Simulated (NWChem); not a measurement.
System meant: HSO4 anion

NWChem input:

```
start job
memory heap 200 mb stack 900 mb global 1100 mb
charge -1
geometry units angstroms noautoz
  O      0.890544    -0.162466     1.241799
  S      0.074004    -0.175453    -0.002418
  O      0.880470    -0.120759    -1.252440
  O     -1.061572    -1.122725    -0.012921
  O     -0.740546     1.331408     0.024141
  H     -0.033198     1.991139     0.011046
end
basis spherical
  * library def2-svp
end
dft
  xc pbe0
  iterations 4
  mulliken
end
task dft energy
```

End of the output:

```
    Atom       Charge   Shell Charges
 -----------   ------   -------------------------------------------------------
    1 O    8     8.63   1.98  0.98  0.75  2.71  2.19  0.02
    2 S   16    14.84   2.00  1.93  0.76  0.35  5.79  1.57  1.37  1.08
    3 O    8     8.63   1.98  0.98  0.75  2.71  2.19  0.02
    4 O    8     8.61   1.98  0.98  0.75  2.71  2.17  0.03
    5 O    8     8.33   1.97  0.92  0.67  2.67  2.08  0.02
    6 H    1     0.96   0.57  0.20  0.19

 center of mass
 --------------
 x =  -0.01547260 y =  -0.03579148 z =  -0.00063325

 moments of inertia (a.u.)
 ------------------
         372.086057450608           0.000000000000           0.000000000000
           0.000000000000         361.661137534280          -0.000000000000
           0.000000000000          -0.000000000000         378.308198825716

     Multipole analysis of the density
     ---------------------------------

     L   x y z        total         alpha         beta         nuclear
     -   - - -        -----         -----         ----         -------
     0   0 0 0     -1.000000    -25.000000    -25.000000     49.000000

     1   1 0 0      0.479838      0.239919      0.239919      0.000000
     1   0 1 0      0.837484      0.418742      0.418742     -0.000000
     1   0 0 1      0.014837      0.007418      0.007418     -0.000000

     2   2 0 0    -31.361034    -62.254292    -62.254292     93.147551
     2   1 1 0      2.199594     -0.229053     -0.229053      2.657699
     2   1 0 1      0.043437     -0.001792     -0.001792      0.047021
     2   0 2 0    -27.753688    -65.562036    -65.562036    103.370383
     2   0 1 1      0.095637     -0.006641     -0.006641      0.108918
     2   0 0 2    -32.412016    -60.650985    -60.650985     88.889954

 ------------------------------------------------------------------------
 dft energy failed                                                                                  0
 ------------------------------------------------------------------------
 ------------------------------------------------------------------------
  current input line :
    20: task dft energy
 ------------------------------------------------------------------------
 ------------------------------------------------------------------------
 This type of error is most commonly associated with calculations not reaching convergence criteria
 ------------------------------------------------------------------------
 For more information see the NWChem manual at https://nwchemgit.github.io

0:dft energy failed:Received an Error in Communication
```

Question: Can this run be used? If not, why, and what is the fix?

Answer: The run did not converge; its last values are not results. Cause: the SCF was allowed too few iterations. This input runs:
```
start job
memory heap 200 mb stack 900 mb global 1100 mb
charge -1
geometry units angstroms noautoz
  O      0.890544    -0.162466     1.241799
  S      0.074004    -0.175453    -0.002418
  O      0.880470    -0.120759    -1.252440
  O     -1.061572    -1.122725    -0.012921
  O     -0.740546     1.331408     0.024141
  H     -0.033198     1.991139     0.011046
end
basis spherical
  O library def2-svp
  S library def2-svp
  H library def2-svp
end
dft
  xc pbe0
  iterations 150
  mulliken
end
task dft energy
```
It converges to -698.88352 Ha (PBE0/def2-SVP).
